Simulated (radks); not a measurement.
Spherical jellium clusters: N electrons in a uniform positive sphere of charge N and radius rs N^(1/3), rs = 5.51 bohr. Calculated with a radial shooting solver with Libxc functionals: non-relativistic Kohn-Sham, LDA (Slater exchange, Perdew-Wang correlation), spin-polarised, spherical densities. Levels are named by radial order and angular momentum (1s, 1p, 1d, 2s, ...), and open shells are averaged over m.

N = 25, configuration 1s2 1p6 1d10 2s2 1f(up 5, down 0). This is the lowest configuration that the search found. Occupied and some empty levels:

| level | occupation | eigenvalue (eV) | <r> (bohr) |
|---|---|---|---|
| 1s up | 1 | -3.5970 | 10.38 |
| 1s down | 1 | -3.4697 | 9.812 |
| 1p up | 3 | -3.2734 | 11.77 |
| 1p down | 3 | -3.1049 | 11.54 |
| 1d up | 5 | -2.8262 | 12.71 |
| 1d down | 5 | -2.6384 | 12.64 |
| 2s up | 1 | -2.4709 | 9.443 |
| 2s down | 1 | -2.3944 | 9.779 |
| 1f up | 5 | -2.2737 | 13.48 |
| 1f down | 0 | -2.0795 | 13.52 |
| 2p up | 0 | -1.7665 | 11.29 |
| 2p down | 0 | -1.6834 | 11.38 |
| 1g up | 0 | -1.6329 | 14.21 |
| 1g down | 0 | -1.4413 | 14.32 |
| 2d up | 0 | -1.0725 | 13.33 |
| 2d down | 0 | -0.97979 | 13.43 |

Energy (eV): total -45.0211, kinetic 24.917, external -1262.4, Hartree 629.77, exchange-correlation -70.620, background 633.36.
